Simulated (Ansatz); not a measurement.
Basis sets compared for SiEt2F2 (C4H10F2Si). Total charge 0; singlet. Geometry PBE0-D4/def2-SVP. Ansatz on 4 threads of Intel Xeon on a shared host; times are rough, and most runs start from earlier orbitals.

```xyz
17

Si   -0.3056    0.1112    0.1619
C    -0.2867   -0.4495   -1.6078
C    -1.6718   -0.5500   -2.2456
H     0.2327   -1.4237   -1.6443
H     0.3550    0.2502   -2.1724
H    -1.6133   -0.8857   -3.2920
H    -2.3098   -1.2620   -1.7004
H    -2.1860    0.4232   -2.2357
C     1.3349    0.1629    1.0292
C     1.2590    0.6376    2.4798
H     2.0055    0.8126    0.4388
H     1.7746   -0.8487    0.9705
H     2.2515    0.6508    2.9550
H     0.8438    1.6548    2.5441
H     0.6100   -0.0187    3.0793
F    -1.3102   -0.8531    1.0033
F    -0.9836    1.5881    0.2365
```

Binding counts from free atoms (Si triplet, C triplet, H doublet, F doublet) in the same basis, without a counterpoise term.

```
           level  functions  energy (Eh)  HOMO (eV)  LUMO (eV)  binding per atom (eV)  wall time
 PBE-D4/def2-SVP        152    -646.8531      -6.87       0.48                   4.25      3.5 s
PBE0-D4/def2-SVP        152    -646.9193      -8.30       1.34                   4.20      4.6 s
```

(1) Estimate the rows for PBE-D4/def2-TZVP, PBE0-D4/def2-TZVP.

## Answers

(1) 
```json
{"level": "PBE-D4/def2-TZVP", "functions": "283", "energy (Eh)": "-647.3899", "HOMO (eV)": "-6.96", "LUMO (eV)": "-0.02", "binding per atom (eV)": "4.24", "wall time": "8 s"}
{"level": "PBE0-D4/def2-TZVP", "functions": "283", "energy (Eh)": "-647.4491", "HOMO (eV)": "-8.31", "LUMO (eV)": "0.80", "binding per atom (eV)": "4.19", "wall time": "13 s"}
```
